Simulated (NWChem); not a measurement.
Molecule: C2H6Si, singlet; SMILES [Si](C)C

Low-valent species are run as closed-shell singlets; no triplet was tried in these runs.

**Question.** Give the equilibrium geometry at PBE0/def2-SVP (NWChem) as a list of bonds and angles, with the point group.

**Answer.** point group C2; any orientation.
Bonded distances (Å): Si1–C2 1.907, Si1–C6 1.907, C2–H3 1.100, C2–H4 1.103, C2–H5 1.109, C6–H7 1.103, C6–H8 1.109, C6–H9 1.100. Bond angles (°): C2–Si1–C6 97.9, Si1–C2–H3 113.6, Si1–C2–H4 114.5, Si1–C2–H5 105.3, H3–C2–H4 109.6, H3–C2–H5 106.8, H4–C2–H5 106.3, Si1–C6–H7 114.5, Si1–C6–H8 105.3, Si1–C6–H9 113.6, H7–C6–H8 106.3, H7–C6–H9 109.6, H8–C6–H9 106.8.
